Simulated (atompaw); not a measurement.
**La (Z = 57): one change to a PAW (atompaw) potential, before and after**

atompaw 4.2.0.5 input, output lines left out:

```
La 57
LDA-PW scalarrelativistic loggrid 2001 logderivrange -4 5 226
6 6 5 4 0 0
6 0 1.5
6 1 0
5 2 1.5
4 3 0
0 0 0
c
c
c
c
c
v
c
c
c
v
v
c
c
v
v
3
3.00 2.30 2.10 1.80
y
1.5
n
n
y
2.5
n
y
4.35
n
custom polynom2 7 10 vanderbiltortho besselshape
bessel
3.00
3.00
3.00
2.75
3.00
3.00
2.25
2.25
```

Change: local potential bessel scheme, radius 1.28 bohr.

Cutoffs: the cutoffs (Ry, on a coarse ladder) from which the occupation-weighted sum of valence levels, in a spherical-Bessel basis at the reference potential, stays within 10 and 1 mRy of its value at 400 Ry; they do not see the model core or the augmentation charge, which bear on the density cutoff.

Task: What does the change do?

Result: The potential gets softer (21 Ry and 45 Ry → 18 Ry and 45 Ry); both files keep a bound ghost (s); the range in which the s phases agree narrows (upper end 3.9 → 1.1).

```tsv
quantity	base	changed
cutoff, loose	21 Ry	18 Ry
cutoff, tight	45 Ry	45 Ry
bound ghosts	s	s
s: phases at 3.00 bohr within 0.05 rad from the reference energy up to (Ry; the scan ends near 5)	3.9	1.1
p: phases at 3.00 bohr within 0.05 rad from the reference energy up to (Ry; the scan ends near 5)	1.0	0.6
d: phases at 3.00 bohr within 0.05 rad from the reference energy up to (Ry; the scan ends near 5)	to the end of the scan	4.7
f: phases at 3.00 bohr within 0.05 rad from the reference energy up to (Ry; the scan ends near 5)	0.2	0.6
lowest overlap eigenvalue by channel	s 0.31, p 1.00, d 0.84, f 1.00	s 0.28, p 1.00, d 0.84, f 1.00
```

 A true bound ghost makes a file unfit for plane-wave use even where its test errors are small: the radial tests pick states by their node count and pass the ghost by. The cutoffs see the waves, projectors and local potential, not the compensation charge or the core.
